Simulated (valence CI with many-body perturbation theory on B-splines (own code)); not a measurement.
**Energy levels of Co13+**

Calculated by relativistic CI+MBPT: four valence electrons over a frozen Dirac-Fock core [Ne], radial functions for each j: 9 s, 9 p, 8 d, 6 f, 3 g, 1 h, with the one-electron correlation potential Σ1 (screened to all orders), the two-electron term Σ2, the three-electron term Σ3, Breit, model QED; selected single and double excitations, second order for the rest, scaled by the run's own slope (own B-spline code, finite nucleus).

No measured levels were compared; by estimate levels of excited configurations hold to 0.05 to 0.15 % of their energy, terms of the ground configuration to about 0.5 %.

Levels 1 to 36 of 36, with energies above the lowest level, 3s²3p² ³P_0. "Leading %" is the weight of the configuration and term that name the level; weights of strongly mixed levels are sums over their largest components and can fall short, so below about 35 % the name and the second component can differ from the true leading terms, or belong to a minority configuration. In the jj column 3d3/2^4 stands for four electrons in 3d with j = 3/2.

| No. | Configuration | Term | J | E (cm⁻¹) | Leading % | Leading jj | Second component | g |
| --- | --- | --- | --- | --- | --- | --- | --- | --- |
| 1 | 3s²3p² | ³P | 0 | 0 | 93 | 3s^2 3p1/2^2 (82 %) | 4 % 3s²3p² ¹S |  |
| 2 | 3s²3p² | ³P | 1 | 11839 | 97 | 3s^2 3p1/2 3p3/2 (97 %) |  | 1.500 |
| 3 | 3s²3p² | ³P | 2 | 22689 | 86 | 3s^2 3p1/2 3p3/2 (65 %) | 11 % 3s²3p² ¹D | 1.441 |
| 4 | 3s²3p² | ¹D | 2 | 55074 | 85 | 3s^2 3p3/2^2 (65 %) | 11 % 3s²3p² ³P | 1.058 |
| 5 | 3s²3p² | ¹S | 0 | 101370 | 91 | 3s^2 3p3/2^2 (81 %) | 4 % 3s²3p² ³P |  |
| 6 | 3s3p³ | ⁵S° | 2 | 233890 | 98 | 3s 3p1/2 3p3/2^2 (52 %) |  | 1.994 |
| 7 | 3s3p³ | ³D° | 1 | 310840 | 83 | 3s 3p1/2^2 3p3/2 (38 %) | 10 % 3s²3p3d ³D° | 0.544 |
| 8 | 3s3p³ | ³D° | 2 | 311050 | 82 | 3s 3p1/2 3p3/2^2 (57 %) | 10 % 3s²3p3d ³D° | 1.190 |
| 9 | 3s3p³ | ³D° | 3 | 314880 | 88 | 3s 3p1/2 3p3/2^2 (88 %) | 10 % 3s²3p3d ³D° | 1.333 |
| 10 | 3s3p³ | ³P° | 0 | 356020 | 89 | 3s 3p1/2 3p3/2^2 (89 %) | 9 % 3s²3p3d ³P° |  |
| 11 | 3s3p³ | ³P° | 1 | 357050 | 85 | 3s 3p1/2 3p3/2^2 (61 %) | 9 % 3s²3p3d ³P° | 1.461 |
| 12 | 3s3p³ | ³P° | 2 | 357910 | 75 | 3s 3p3/2^3 (47 %) | 9 % 3s²3p3d ³P° | 1.447 |
| 13 | 3s3p³ | ¹D° | 2 | 392000 | 52 | 3s 3p1/2 3p3/2^2 (38 %) | 38 % 3s²3p3d ¹D° | 1.034 |
| 14 | 3s3p³ | ³S° | 1 | 446740 | 72 | 3s 3p1/2 3p3/2^2 (54 %) | 21 % 3s3p³ ¹P° | 1.760 |
| 15 | 3s²3p3d | ³F° | 2 | 461290 | 96 | 3s^2 3p1/2 3d3/2 (75 %) |  | 0.671 |
| 16 | 3s²3p3d | ³F° | 3 | 469600 | 96 | 3s^2 3p1/2 3d5/2 (52 %) |  | 1.084 |
| 17 | 3s3p³ | ¹P° | 1 | 473380 | 65 | 3s 3p3/2^3 (54 %) | 22 % 3s3p³ ³S° | 1.232 |
| 18 | 3s²3p3d | ³F° | 4 | 482110 | 97 | 3s^2 3p3/2 3d5/2 (97 %) |  | 1.250 |
| 19 | 3s²3p3d | ³P° | 2 | 520980 | 44 | 3s^2 3p1/2 3d5/2 (67 %) | 22 % 3s²3p3d ¹D° | 1.267 |
| 20 | 3s²3p3d | ³P° | 1 | 530320 | 49 | 3s^2 3p1/2 3d3/2 (61 %) | 36 % 3s²3p3d ³D° | 1.070 |
| 21 | 3s²3p3d | ¹D° | 2 | 536340 | 34 | 3s^2 3p3/2 3d5/2 (36 %) | 22 % 3s3p³ ¹D° | 1.146 |
| 22 | 3s²3p3d | ³P° | 0 | 539200 | 88 | 3s^2 3p3/2 3d3/2 (88 %) | 9 % 3s3p³ ³P° |  |
| 23 | 3s²3p3d | ³D° | 1 | 544170 | 48 | 3s^2 3p3/2 3d3/2 (76 %) | 38 % 3s²3p3d ³P° | 0.935 |
| 24 | 3s²3p3d | ³D° | 3 | 546790 | 85 | 3s^2 3p3/2 3d5/2 (54 %) | 10 % 3s3p³ ³D° | 1.327 |
| 25 | 3s²3p3d | ³D° | 2 | 547350 | 62 | 3s^2 3p3/2 3d3/2 (46 %) | 22 % 3s²3p3d ³P° | 1.247 |
| 26 | 3s²3p3d | ¹F° | 3 | 597660 | 95 | 3s^2 3p3/2 3d3/2 (39 %) |  | 1.003 |
| 27 | 3s²3p3d | ¹P° | 1 | 612800 | 85 | 3s^2 3p3/2 3d5/2 (62 %) | 9 % 3s3p³ ¹P° | 0.994 |
| 28 | 3p⁴ | ³P | 2 | 648240 | 53 | 3p1/2^2 3p3/2^2 (58 %) | 30 % 3s3p²3d ³P | 1.438 |
| 29 | 3p⁴ | ³P | 1 | 664070 | 58 | 3p1/2 3p3/2^3 (58 %) | 38 % 3s3p²3d ³P | 1.498 |
| 30 | 3p⁴ | ³P | 0 | 667120 | 57 | 3p1/2^2 3p3/2^2 (32 %) | 36 % 3s3p²3d ³P |  |
| 31 | 3p⁴ | ¹D | 2 | 676370 | 57 | 3p1/2 3p3/2^3 (59 %) | 24 % 3s3p²3d ¹D | 1.061 |
| 32 | 3s3p²3d | ⁵F | 1 | 681080 | 97 | 3s 3p1/2^2 3d3/2 (42 %) |  | 0.024 |
| 33 | 3s3p²3d | ⁵F | 2 | 683830 | 95 | 3s 3p1/2 3p3/2 3d3/2 (46 %) |  | 1.018 |
| 34 | 3s3p²3d | ⁵F | 3 | 688200 | 94 | 3s 3p1/2 3p3/2 3d3/2 (43 %) | 5 % 3s3p²3d ⁵D | 1.263 |
| 35 | 3s3p²3d | ⁵F | 4 | 694430 | 95 | 3s 3p1/2 3p3/2 3d5/2 (64 %) | 5 % 3s3p²3d ⁵D | 1.356 |
| 36 | 3s3p²3d | ⁵F | 5 | 702360 | 99 | 3s 3p3/2^2 3d5/2 (57 %) |  | 1.398 |

Names give the largest LS component (configuration and term), which can be under half, so a name can repeat, a term be missing and a line seem to break the LS rules; names also repeat where a configuration has a term twice.

The ionisation energy to 3s²3p ²P°1/2 of the next ion comes out as 409.36 eV (NIST: 410 ± 1 eV (semi-empirical)). All 36 levels together are meant to be complete up to 703390 cm⁻¹.
